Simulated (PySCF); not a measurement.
Geometries of 2 isomers of C5H6ClF3O, from PBE0-D3(BJ)/def2-SVP geometry optimisation, gas phase (PySCF 2.14.0). One conformer each, no zero-point energy, no frequencies.

Question: Which is lower in electronic energy at this level?
A.
```xyz
16
angstrom
C     -1.702   -0.731   -0.474
C     -0.451   -0.229    0.252
C      0.684    0.073   -0.719
C      2.042    0.093   -0.065
F      2.990    0.425   -0.941
F      2.102    0.962    0.949
F      2.356   -1.111    0.433
C     -0.821    1.010    1.042
O     -0.650    2.135    0.720
Cl    -1.674    0.607    2.560
H     -2.039    0.001   -1.223
H     -2.523   -0.907    0.235
H     -1.482   -1.677   -0.989
H     -0.134   -0.999    0.973
H      0.726   -0.698   -1.502
H      0.525    1.045   -1.208
```
B.
```xyz
16
angstrom
C     -2.186    0.935    0.466
C     -1.225   -0.202    0.163
C      0.202    0.274    0.032
F      0.327    1.147   -1.024
C      1.183   -0.862   -0.231
F      1.199   -1.694    0.834
F      0.817   -1.569   -1.306
C      2.620   -0.311   -0.382
O      3.066    0.482    0.373
Cl     3.525   -0.993   -1.716
H     -2.135    1.707   -0.315
H     -3.222    0.571    0.515
H     -1.952    1.414    1.429
H     -1.501   -0.710   -0.774
H     -1.252   -0.963    0.959
H      0.543    0.790    0.946
```

Answer: A. That is `C[C@@H](CC(F)(F)F)C(=O)Cl`, 23.1 kcal/mol below the other.

```csv
SMILES,atoms numbered as above,E (Eh),relative (kcal/mol),relative (kJ/mol),dipole (D)
C[C@@H](CC(F)(F)F)C(=O)Cl,[CH3:1][C@@H:2]([CH2:3][C:4]([F:5])([F:6])[F:7])[C:8](=[O:9])[Cl:10],-1027.83277,0.0,0.0,3.38
CC[C@H](F)C(F)(F)C(=O)Cl,[CH3:1][CH2:2][C@H:3]([F:4])[C:5]([F:6])([F:7])[C:8](=[O:9])[Cl:10],-1027.79603,23.1,96.5,2.19
```
